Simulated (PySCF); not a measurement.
Isomers of C5H14NPSi, mass 147.063 u with the commonest isotopes. Method used: PBE0/pcSseg-1 in PySCF (dipole) on a GFN2-xTB geometry, gas phase. One conformer each, none proved a minimum here; rigid rotors.

**Question.** Order these by out-of-plane moment Σ m c² = (Ia + Ib − Ic)/2, largest first.
A. `[CH2:1]=[CH:2][P:3]([SiH3:4])[CH2:5][N:6]([CH3:7])[CH3:8]` with C1–C2–P3–Si4 75°, C2–P3–C5–N6 -142°, P3–C5–N6–C7 161°
B. `[CH2:1]=[CH:2][P@@:3]([CH3:4])([CH2:5][CH3:6])=[N:7][SiH3:8]` with C1–C2–P3–C4 150°, C2–P3–C5–C6 -55°
C. `[CH3:1][N:2]([SiH2:3][PH2:4])[CH:5]1[CH2:6][CH2:7][CH2:8]1` with C1–N2–Si3–P4 16°, N2–Si3–P4–H 180° and -87°, C1–N2–C5–C6 -174°, N2–C5–C6–C7 -135°, C5–C6–C7–C8 14°, C6–C7–C8–C5 -14°, N2–C5–C8–C7 137°

**Answer.** B (84.93 u·Å²), A (73.37 u·Å²), C (38.23 u·Å²).

**Question.** Order these by rotational constant C, smallest first.
A. `[CH2:1]=[CH:2][P@@:3]([CH3:4])([CH2:5][CH3:6])=[N:7][SiH3:8]` with C1–C2–P3–C4 150°, C2–P3–C5–C6 -55°
B. `[CH3:1][N:2]([SiH2:3][PH2:4])[CH:5]1[CH2:6][CH2:7][CH2:8]1` with C1–N2–Si3–P4 16°, N2–Si3–P4–H 180° and -87°, C1–N2–C5–C6 -174°, N2–C5–C6–C7 -135°, C5–C6–C7–C8 14°, C6–C7–C8–C5 -14°, N2–C5–C8–C7 137°
C. `[CH2:1]=[CH:2][P:3]([SiH3:4])[CH2:5][N:6]([CH3:7])[CH3:8]` with C1–C2–P3–Si4 75°, C2–P3–C5–N6 -142°, P3–C5–N6–C7 161°

**Answer.** B (650.3 MHz), C (784.3 MHz), A (823.2 MHz).

**Question.** Order these by dipole moment, largest first.
A. `[CH2:1]=[CH:2][P:3]([SiH3:4])[CH2:5][N:6]([CH3:7])[CH3:8]` with C1–C2–P3–Si4 75°, C2–P3–C5–N6 -142°, P3–C5–N6–C7 161°
B. `[CH2:1]=[CH:2][P@@:3]([CH3:4])([CH2:5][CH3:6])=[N:7][SiH3:8]` with C1–C2–P3–C4 150°, C2–P3–C5–C6 -55°
C. `[CH3:1][N:2]([SiH2:3][PH2:4])[CH:5]1[CH2:6][CH2:7][CH2:8]1` with C1–N2–Si3–P4 16°, N2–Si3–P4–H 180° and -87°, C1–N2–C5–C6 -174°, N2–C5–C6–C7 -135°, C5–C6–C7–C8 14°, C6–C7–C8–C5 -14°, N2–C5–C8–C7 137°

**Answer.** B (4.24 D), A (2.29 D), C (1.51 D).

| SMILES | point group | Ia (u·Å²) | Ib (u·Å²) | Ic (u·Å²) | κ | μa (D) | μb (D) | μc (D) |
| --- | --- | --- | --- | --- | --- | --- | --- | --- |
| C=CP([SiH3])CN(C)C | C1 | 212.78 | 578.33 | 644.37 | -0.89 | 1.68 | 1.12 | 1.08 |
| C=C[P@@](C)(CC)=N[SiH3] | C1 | 254.84 | 528.91 | 613.90 | -0.77 | 3.73 | 0.90 | 1.79 |
| CN([SiH2]P)C1CCC1 | C1 | 157.73 | 695.93 | 777.20 | -0.94 | 1.32 | 0.27 | 0.69 |
